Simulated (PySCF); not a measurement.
**Static response to an electric field**

Compound: C2H7NSi.
SMILES with atom numbers: `[CH3:1]/[CH:2]=[N:3]\[SiH3:4]` (hydrogens: H5, H6, H7 on C1; H8 on C2; H9, H10, H11 on Si4)

Structure used (PBE0-D3(BJ)/def2-SVP), in Å, numbered top down from 1:
```xyz
11
C2H7NSi angstrom
C     -1.7231   -0.7674    0.5080
C     -1.1075    0.2734   -0.3776
N      0.1151    0.5207   -0.5738
Si     1.5945   -0.1654    0.0380
H     -2.3761   -1.4258   -0.0886
H     -0.9715   -1.3780    1.0266
H     -2.3727   -0.2823    1.2553
H     -1.8516    0.8952   -0.9201
H      1.4690   -1.3092    1.0068
H      2.3404    0.9334    0.7178
H      2.3786   -0.6426   -1.1380
```

Level: CAM-B3LYP/def2-SVPD (PySCF), static field, nuclei fixed, core orbitals frozen in the response. The polarisability tensor in these axes (au):

```
x   79.76  1.32 -0.72
y    1.32 53.75 -3.61
z   -0.72 -3.61 52.63
```

Diagonalise the tensor; give its mean and Δα, where Δα² is half the sum of the squared differences of the eigenvalues.

Principal values 49.54, 56.74 and 79.86 au; mean 62.04 au = 9.19 Å³ = 10.23 × 10⁻⁴⁰ C²·m²/J; Δα = 27.44 au (44 % of the mean).

What is the dipole moment, and where does it point?

(-1.81, -1.00, 0.84) D, 2.23 D in size, pointing from the negative to the positive side. Measured along this direction, the outermost atoms are H11 and H10 at the negative end and H5 and H7 at the positive end.

Form Σ f/ω² (atomic units) for the 10 lowest TDDFT singlets, given as eV and f, and set it beside the mean polarisability, which is this sum over all singlets: 4.20, 0.0007; 6.41, 0.0071; 7.14, 0.0940; 7.38, 0.0011; 7.50, 0.0360; 7.64, 0.2727; 7.72, 0.2525; 8.00, 0.0306; 8.10, 0.0063; 8.32, 0.0188.

They add up to 9.24 au, 14.9 % of the 62.04 au; the largest single term is 3.46 au, from the state at 7.64 eV. Terms in order: 0.03, 0.13, 1.36, 0.01, 0.47, 3.46, 3.13, 0.35, 0.07, 0.20 au. Higher excitations give the rest. The strengths listed sum to 0.720.

Give the principal axes and the span of the nuclei along them.

Largest value along (1.00, 0.06, -0.03), where the nuclei span 4.82 Å; middle along (-0.06, 0.76, -0.65), 3.13 Å; least along (-0.01, 0.65, 0.76), 2.43 Å. The response follows the extents in order.

What would n − 1 = 2πNα be for an ideal gas of these molecules at 400 K and 1 atm, electronic part alone?

N = p/kT = 1.8347 × 10¹⁹ cm⁻³, so n − 1 = 2π × N × 9.19 × 10⁻²⁴ cm³ = 1060 × 10⁻⁶ at long wavelengths, for an ideal gas.

What molar refraction does this α imply?

Lorentz–Lorenz: R = (4π/3)N_A α = 2.5225 cm³/(mol·Å³) × 9.19 Å³ = 23.2 cm³/mol, in the limit of long wavelengths.

Isolated species at its PBE0-D3(BJ)/def2-SVP geometry, gas phase.
